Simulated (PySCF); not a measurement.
Which determinant of NbF lies lowest?

Unrestricted PBE0; Nb def2-TZVPP with ECP28, F def2-TZVPP; scalar-relativistic core potentials (PySCF 2.14). Outer shells of the fragments: Nb 4d4 5s1; F 2s2 2p5.

Followed along the bond (rough minima from three points):

```
2Ms+1        unpaired  ⟨S²⟩ at the start  R at minimum (Å)  Te (eV)
    5  σ ↑, π ↑, δ ↑↑               6.01              1.88     0.00
    5  σ ↑, π ↑↑, δ ↑               6.00              1.93     0.47
    3            δ ↑↑               2.60              1.81     0.78
    5      σ ↑↑, δ ↑↑               6.01              1.92     0.93
    3  σ ↑, π ↓, δ ↑↑               3.00              1.87     1.01
    5      π ↑↑, δ ↑↑               6.00              1.96     1.09
```

Solutions found at the starting distance of 1.975 Å, counted from the lowest of them; the search is not exhaustive and high or unbound solutions are not listed, so other states can lie among these:

```json
{"2Ms+1": "5", "unpaired": "σ ↑, π ↑, δ ↑↑", "term": "⁵Π", "E (eV)": "0.00", "⟨S²⟩": "6.01", "⟨Lz²⟩": "1.10", "μ (D)": "-3.48"}
{"2Ms+1": "5", "unpaired": "σ ↑, π ↑↑, δ ↑", "term": "⁵Δ", "E (eV)": "0.37", "⟨S²⟩": "6.00", "⟨Lz²⟩": "4.00", "μ (D)": "-3.05"}
{"2Ms+1": "5", "unpaired": "σ ↑↑, δ ↑↑", "term": "⁵Σ⁻", "E (eV)": "0.84", "⟨S²⟩": "6.01", "⟨Lz²⟩": "0.00", "μ (D)": "-0.98"}
{"2Ms+1": "3", "unpaired": "δ ↑↑", "term": "mixed", "E (eV)": "0.95", "⟨S²⟩": "2.60", "⟨Lz²⟩": "0.00", "μ (D)": "-1.32"}
{"2Ms+1": "5", "unpaired": "π ↑↑, δ ↑↑", "term": "⁵Σ⁺", "E (eV)": "0.97", "⟨S²⟩": "6.00", "⟨Lz²⟩": "0.00", "μ (D)": "-3.84"}
{"2Ms+1": "3", "unpaired": "σ ↑, π ↓, δ ↑↑", "term": "mixed", "E (eV)": "1.02", "⟨S²⟩": "3.00", "⟨Lz²⟩": "1.02", "μ (D)": "-3.84"}
{"2Ms+1": "3", "unpaired": "σ ↑, π ↑, δ ↑↓", "term": "mixed", "E (eV)": "1.13", "⟨S²⟩": "3.00", "⟨Lz²⟩": "8.56", "μ (D)": "-3.37"}
{"2Ms+1": "3", "unpaired": "π ↑, δ ↑", "term": "mixed", "E (eV)": "1.20", "⟨S²⟩": "2.01", "⟨Lz²⟩": "5.76", "μ (D)": "-3.16"}
{"2Ms+1": "3", "unpaired": "π ↑, δ ↑", "term": "mixed", "E (eV)": "1.23", "⟨S²⟩": "2.07", "⟨Lz²⟩": "4.86", "μ (D)": "-2.96"}
{"2Ms+1": "1", "unpaired": "σ ↑, π ↓, δ ↑↓", "term": "mixed", "E (eV)": "1.31", "⟨S²⟩": "1.98", "⟨Lz²⟩": "8.89", "μ (D)": "-3.52"}
```

A term symbol is given only where ⟨S²⟩ and ⟨Lz²⟩ are close to those of a pure state; real π, δ and φ orbitals otherwise mix terms. A positive dipole means Nb(−)F(+).

Compare the gap between the two lowest followed solutions at the starting distance with the gap between their minima.

At PBE0 the second solution (quintet, unpaired electrons σ ↑, π ↑↑, δ ↑) lies +0.37 eV from the first (quintet, unpaired electrons σ ↑, π ↑, δ ↑↑) at 1.975 Å and +0.47 eV at the minima; the two curves relax by different amounts, since their minima lie near 1.93 and 1.88 Å.

Spin–orbit coupling is left out. The state is the lowest single determinant that the PBE0 search found; with open d or f shells the true ground state can be another one.
